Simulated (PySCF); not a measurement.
A series of related open-shell species. All by UKS B3LYP (pcH-1 on C F H N O Si) in PySCF, non-relativistic with spin–orbit coupling as a perturbation, on GFN2-xTB geometries; isolated species, one conformer each; SCF stability not tested in every run; the geometry of [CH][SiH3] (triplet state) has an imaginary frequency at that level; the triplets need not be ground states. Couplings are magnitudes for isotopes of over 50 % abundance, averaged over nuclei equivalent by connectivity (but not across a short bond from an atom whose three angles sum to over 350°); populations are Mulliken's. The geometries weren't refined by DFT: couplings that depend on bond lengths, twists or pyramidal angles can differ widely from those at the functional's own minimum.

| species | change | ⟨S²⟩ | g1 | g2 | g3 | largest spin population on | largest couplings |
| --- | --- | --- | --- | --- | --- | --- | --- |
| F[C]F (triplet state) | none (reference member) | 2.003 | 2.0022 | 2.0030 | 2.0034 | carbon bonded to 2 F (1.71) | 2 × 19F 273 MHz |
| [CH][SiH3] (triplet state) | none (reference member) | 2.008 | 2.0021 | 2.0024 | 2.0026 | carbon bonded to Si and H (1.99) | 3 × 1H 47 MHz, 1 × 1H 42 MHz |
| [CH]OC (triplet state) | none (reference member) | 2.004 | 2.0021 | 2.0025 | 2.0031 | carbon bonded to O and H (1.73) | 1 × 1H 89 MHz, 3 × 1H 3 MHz |
| [CH]C#N (triplet state) | none (reference member) | 2.051 | 2.0022 | 2.0030 | 2.0030 | carbon bonded to C and H (1.49) | 1 × 1H 58 MHz, 1 × 14N 12 MHz |
| N#C[C]C#N (triplet state) | none (reference member) | 2.072 | 2.0022 | 2.0033 | 2.0033 | carbon bonded to 2 C (1.26) | 2 × 14N 9 MHz |
| C[C]C (triplet state) | none (reference member) | 2.007 | 2.0021 | 2.0025 | 2.0025 | carbon bonded to 2 C (1.87) | 6 × 1H 66 MHz |
| [CH]C=C (triplet state) | none (reference member) | 2.036 | 2.0022 | 2.0024 | 2.0025 | carbon bonded to C and H (1.61) | 1 × 1H 51 MHz, 1 × 1H 23 MHz, 1 × 1H 14 MHz, 1 × 1H 5 MHz |

Problem. Predict the same entries for `C([C][SiH3])#N` [triplet].

Solution. ⟨S²⟩: 2.046; g1: 2.0021; g2: 2.0030; g3: 2.0030; largest spin population on: carbon bonded to C and Si (1.48); largest couplings: 3 × 1H 35 MHz, 1 × 14N 11 MHz. The largest Mulliken spin populations are on C3 (+1.48), N1 (+0.93), C2 (-0.44) and Si4 (-0.08). (Numbering: [N:1]#[C:2][C:3][SiH3:4] (hydrogens: H5, H6, H7 on Si4).)

Means can hide wide spreads in the frozen geometry: C[C]C (triplet state), 6 × 1H from 43 to 78 MHz (mean 66); [CH][SiH3] (triplet state), 3 × 1H from 37 to 59 MHz (mean 47).
